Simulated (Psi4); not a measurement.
C$_{3}$H$_{9}$InO, singlet, at a GFN2-xTB geometry (such geometries of metal compounds can be far from the true shape) (core potentials on In); HF/def2-TZVPD in Psi4.

Here is a job for Psi4.
```
memory 2 GB

molecule mol {
0 1
  In   -0.315268    0.220944    0.594419
  H    -1.526627    0.847345    1.654870
  C     1.803748   -0.573052    0.803464
  C     2.295211   -1.082130   -0.538245
  H     1.783143   -1.361019    1.554556
  H     2.416470    0.249078    1.171572
  H     2.259580   -0.289276   -1.289930
  H     1.678256   -1.913799   -0.886725
  H     3.326345   -1.432826   -0.465473
  O    -1.262993    0.340997   -1.129830
  C    -1.015133    0.056072   -2.476580
  H    -0.524344    0.901233   -2.973666
  H    -0.389376   -0.834906   -2.610742
  H    -1.974339   -0.125393   -2.974202
}

set basis def2-tzvpd
set reference rhf

energy('scf')
print_variables()
```

Task: Predict the main parts of the log of this Psi4 run.

Result: 
```
   => Loading Basis Set <=

    Name: DEF2-TZVPD
    Role: ORBITAL
    Keyword: BASIS

    !!!  WARNING: ECP capability is in beta. Please check occupations closely.  !!!

         ---------------------------------------------------------
                                   SCF
               by Justin Turney, Rob Parrish, Andy Simmonett
                          and Daniel G. A. Smith
                              RHF Reference
         ---------------------------------------------------------

  ==> Geometry <==

    Molecular point group: c1
    Full point group: C1

    Geometry (in Angstrom), charge = 0, multiplicity = 1:

       Center              X                  Y                   Z               Mass
    ------------   -----------------  -----------------  -----------------  -----------------
         IN          -0.245273930305     0.177404147735     0.498833659712   114.903878776000
         H           -1.456632930305     0.803805147735     1.559284659712     1.007825032230
         C            1.873742069695    -0.616591852265     0.707878659712    12.000000000000
         C            2.365205069695    -1.125669852265    -0.633830340288    12.000000000000
         H            1.853137069695    -1.404558852265     1.458970659712     1.007825032230
         H            2.486464069695     0.205538147735     1.075986659712     1.007825032230
         H            2.329574069695    -0.332815852265    -1.385515340288     1.007825032230
         H            1.748250069695    -1.957338852265    -0.982310340288     1.007825032230
         H            3.396339069695    -1.476365852265    -0.561058340288     1.007825032230
         O           -1.192998930305     0.297457147735    -1.225415340288    15.994914619570
         C           -0.945138930305     0.012532147735    -2.572165340288    12.000000000000
         H           -0.454349930305     0.857693147735    -3.069251340288     1.007825032230
         H           -0.319381930305    -0.878445852265    -2.706327340288     1.007825032230
         H           -1.904344930305    -0.168932852265    -3.069787340288     1.007825032230

  Running in c1 symmetry.

  Rotational constants: A =      0.10244  B =      0.07045  C =      0.04276 [cm^-1]
  Rotational constants: A =   3070.97367  B =   2112.00220  C =   1282.04522 [MHz]
  Nuclear repulsion =  262.716152132920001

  Charge       = 0
  Multiplicity = 1
  Electrons    = 56
  Nalpha       = 28
  Nbeta        = 28

  ==> Algorithm <==

[...]
   @DF-RHF iter   1:  -382.63160118477128   -1.62487e+00   2.83580e-03 DIIS/ADIIS
   @DF-RHF iter   2:  -382.84460356845659   -2.13002e-01   1.89004e-03 DIIS/ADIIS
   @DF-RHF iter   3:  -382.95825129412003   -1.13648e-01   3.01849e-04 DIIS/ADIIS
   @DF-RHF iter   4:  -382.96211874449739   -3.86745e-03   1.08750e-04 DIIS/ADIIS
   @DF-RHF iter   5:  -382.96288443685506   -7.65692e-04   2.64923e-05 DIIS
   @DF-RHF iter   6:  -382.96293968474225   -5.52479e-05   8.21342e-06 DIIS
   @DF-RHF iter   7:  -382.96294726379335   -7.57905e-06   2.95738e-06 DIIS
   @DF-RHF iter   8:  -382.96294839965014   -1.13586e-06   8.27525e-07 DIIS
   @DF-RHF iter   9:  -382.96294851191760   -1.12267e-07   2.60446e-07 DIIS
  Energy and wave function converged.

  ==> Post-Iterations <==

    Orbital Energies [Eh]
    ---------------------

    Doubly Occupied:

[...]
      28A     -0.355765

    Virtual:

[...]
    Final Occupation by Irrep:
              A
    DOCC [    28 ]
    NA   [    28 ]
    NB   [    28 ]

  @DF-RHF Final Energy:  -382.96294851191760

   => Energetics <=

    Nuclear Repulsion Energy =            262.7161521329200013
    One-Electron Energy =               -1121.0514082979539126
    Two-Electron Energy =                 475.3723076531163088
    Total Energy =                       -382.9629485119176024

Computation Completed

Properties will be evaluated at   0.000000,   0.000000,   0.000000 [a0]

Properties computed using the SCF density matrix

 Multipole Moments:

 ------------------------------------------------------------------------------------
     Multipole            Electronic (a.u.)      Nuclear  (a.u.)        Total (a.u.)
 ------------------------------------------------------------------------------------

 L = 1.  Multiply by 2.5417464519 to convert [e a0] to [Debye]
 Dipole X            :        -23.1268629           24.0886411            0.9617782
 Dipole Y            :         15.9729118          -16.2982354           -0.3253235
 Dipole Z            :         41.8969880          -41.5674100            0.3295780
 Magnitude           :                                                    1.0674617

 ------------------------------------------------------------------------------------

  Variable Map:
  ----------------------------------------------------------------------------
[...]
  Array Variable Map:
  ----------------------------------------------------------------------------
[...]
[...]
```
